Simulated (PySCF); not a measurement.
# Excitation energy of Ti by level of theory

Ti [Ar] 3d2 4s2 (3F) → Ti [Ar] 3d3 4s1 (5F), as a difference of total energies. Calculation: PySCF 2.14, in x2c-TZVPPall with one added diffuse shell each of s, p, d, f type (7s6p5d3f1g, 80 functions); scalar relativity by spin-free X2C-1e. Correlated levels: valence and next inner shell: [Ne] frozen. The calculations carry no spin-orbit coupling.

| method | excitation energy (eV) |
| --- | --- |
| UHF | 0.729 |
| MP2 (valence and next inner shell) | 0.621 |
| SCS-MP2 (valence and next inner shell) | 1.146 |
| CCSD (valence and next inner shell) | 0.881 |
| CCSD(T) (valence and next inner shell) | 0.924 |

Question: How much does correlation contribute at CCSD(T) (valence and next inner shell)?

Answer: 0.924 − (0.729) = 0.195 eV, measured against UHF.

Errors of the correlated levels include the incompleteness of this basis and the frozen core.

For comparison: 0.806 eV (measured; NIST levels, between the centres of gravity of the two terms).
